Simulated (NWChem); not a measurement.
System: C₂H₄FNSi; SMILES N#CC[SiH2]F

```xyz
9

N      0.7210    -2.5455    -0.2222
C      0.0345    -1.6760     0.1150
C     -0.8078    -0.5638     0.5055
Si    -0.3343     1.0777    -0.3069
F      1.1002     1.5491     0.2841
H     -0.7765    -0.4365     1.6007
H     -1.8561    -0.7842     0.2378
H     -1.3561     2.0890     0.0742
H     -0.2205     0.9184    -1.7783
```
Atoms are numbered in this order, from 1.

Program: NWChem. Pople sets run with spherical d functions. Structure relaxed at the PBE0/def2-SVP level. B3LYP is NWChem's, with the RPA form of VWN correlation. Atomic charges in e: unrestrained fits to the electrostatic potential beside Mulliken populations; buried atoms are poorly determined by the fit.

For level B3LYP/def2-SVP:

| Quantity | Value |
|---|---|
| Mulliken N1 | 0.05 |
| Mulliken C2 | -0.24 |
| Mulliken C3 | -0.20 |
| ESP Si4 | 0.76 |
| Mulliken Si4 | 0.74 |
| Mulliken F5 | -0.33 |

Question: How do the values read with level Hartree-Fock/6-31G* instead?

Answer: 
| Item | Result |
|---|---|
| Mulliken N1 | -0.40 |
| Mulliken C2 | 0.28 |
| Mulliken C3 | -0.71 |
| ESP Si4 | 0.87 |
| Mulliken Si4 | 1.17 |
| Mulliken F5 | -0.54 |
